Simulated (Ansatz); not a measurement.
Breaking the In1–H2 bond in H2IIn (SMILES [InH2][I]) (multiplicity 1 held, fragments rigid). Energies count from the point at 1.714 Å.
Geometry at that point (charge 0, multiplicity 1):
```csv
atom,x (Å),y (Å),z (Å)
In,-0.7264,-1.1355,0.1996
H,-0.0696,-2.1741,1.3945
H,-2.1191,-1.2475,-0.7931
I,0.7129,1.1144,-0.1958
```

R- and RO- levels are restricted; in cc, def2 and unpolarised 6-31G sets they are followed outwards from rest. Unrestricted levels (U-) break spin symmetry where that is lower. Curves can end on different states.

Cores are frozen in the correlated methods. Filled d and f shells under p-block atoms count as core.

Codes used: Ansatz (a quantum-chemistry and plane-wave program). Each number belongs to the level named beside it. In def2 rows elements past Kr take small-core potentials, without spin–orbit coupling.

### Question
One of these levels gives 222.1 kJ/mol for the energy at R = 5.485 Å. Which?
A) U-HF/def2-TZVPP
B) R-B3LYP/def2-TZVPP
C) R-SCS-MP2/def2-TZVPP
D) R-HF/def2-TZVPP

### Answer
A, U-HF/def2-TZVPP. The others give 614.6 (R-HF/def2-TZVPP), 431.7 (R-B3LYP/def2-TZVPP), 377.2 (R-SCS-MP2/def2-TZVPP)

Doubts at one or more of the structures used: a restricted determinant that unrestricted orbitals would lower (R-HF/def2-TZVPP, R-B3LYP/def2-TZVPP, R-SCS-MP2/def2-TZVPP); a spin-contaminated determinant (U-HF/def2-TZVPP).
